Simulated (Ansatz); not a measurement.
Basis sets compared for the cluster ZrGe12⁺. The state is a doublet with charge 1. Geometry PBE-D4/def2-SVP. Ansatz on 2 threads of AMD EPYC 7R13 on a shared host and a share (18 GiB) of an NVIDIA H100 80GB HBM3; times are rough, and most runs start from earlier orbitals.

```xyz
13

Zr    0.899    0.443    0.066
Ge   -0.834    2.220    1.115
Ge   -2.103   -0.024    1.381
Ge    2.064    2.003   -2.062
Ge    3.045   -3.697    2.508
Ge    2.181   -1.660    1.497
Ge    0.693   -3.858    1.769
Ge   -0.089    2.959   -1.294
Ge   -2.505    3.448   -0.595
Ge   -1.199   -1.372   -1.609
Ge    0.264    0.344   -2.640
Ge   -0.346   -1.787    0.908
Ge   -2.070    0.982   -1.044
```

In the def2 sets Zr takes a core potential; there is no spin–orbit coupling. Single mean-field runs in def2-SVP, def2-TZVP are fitted with def2-universal-jkfit. No other spin state of charge 1 was run. Another isomer (doublet) lies 0.36 eV lower at PBE0-D4/def2-TZVP; other spin states weren't run for this one.

```csv
level,functions,energy (Eh),HOMO (eV),LUMO (eV),wall time
PBE-D4/def2-SVP,415,-24964.4365,-8.07,-7.76,6 s
PBE0-D4/def2-SVP,415,-24964.9749,-8.81,-7.31,14 s
```

(1) Estimate the rows for PBE-D4/def2-TZVP (with forces), PBE0-D4/def2-TZVP.

Answers

(1) 
```tsv
level	functions	energy (Eh)	HOMO (eV)	LUMO (eV)	wall time
PBE-D4/def2-TZVP (with forces)	616	-24967.5896	-8.01	-7.69	10 s
PBE0-D4/def2-TZVP	616	-24968.1255	-8.72	-7.20	23 s
```
